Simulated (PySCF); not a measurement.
Fractional electron number in Si²⁺ (silicon, charge +2)

The 3s beta orbital of [Ne] 3s2 is emptied in steps (occupation f), with all orbitals relaxed, ending at [Ne] 3s1. Computed with PySCF 2.14 in def2-TZVPPD, with no relativity, point nucleus. The exact energy is a straight line in f; departures are measured from the line between the end points of the same method.

| f | UHF (eV) | LDA (eV) | PBE (eV) | PBE0 (eV) | r2SCAN (eV) | LC-wPBE (eV) | BHandHLYP (eV) | TPSS (eV) | B3LYP (eV) |
| --- | --- | --- | --- | --- | --- | --- | --- | --- | --- |
| 1 | 0.000 | 0.000 | 0.000 | 0.000 | 0.000 | 0.000 | 0.000 | 0.000 | 0.000 |
| 0.75 | 0.034 | -0.918 | -0.921 | -0.679 | -0.771 | -0.135 | -0.491 | -0.874 | -0.759 |
| 0.5 | 0.043 | -1.212 | -1.225 | -0.902 | -0.985 | -0.185 | -0.666 | -1.176 | -1.015 |
| 0.25 | 0.031 | -0.894 | -0.916 | -0.673 | -0.688 | -0.157 | -0.515 | -0.921 | -0.766 |
| 0 | 0.000 | 0.000 | 0.000 | 0.000 | 0.000 | 0.000 | 0.000 | 0.000 | 0.000 |

Task: For r2SCAN, how does the orbital energy at f = 1 compare with the removal energy?

Result: −ε = 28.655 eV against a total-energy difference of 32.886 eV. By Janak's theorem ε = ∂E/∂f, so the gap between them reflects the curvature. Along the path −ε is 30.929 (f = 0.75), 33.118 (f = 0.5), 34.980 (f = 0.25) eV.

```tsv
method	E(f=0) − E(f=1) (eV)	−ε at f=1 (eV)	−ε at f=0.5 (eV)
UHF	31.978	32.164	31.971
LDA	33.554	28.623	33.617
PBE	33.419	28.500	33.428
PBE0	33.281	29.647	33.295
r2SCAN	32.886	28.655	33.118
LC-wPBE	33.277	32.552	33.226
BHandHLYP	33.313	30.725	33.251
TPSS	33.226	28.560	33.134
B3LYP	33.570	29.525	33.554
```

Reference removal energy between the ground levels: 33.493 eV (measured; NIST Atomic Spectra Database, ionization energies). UHF lacks correlation.
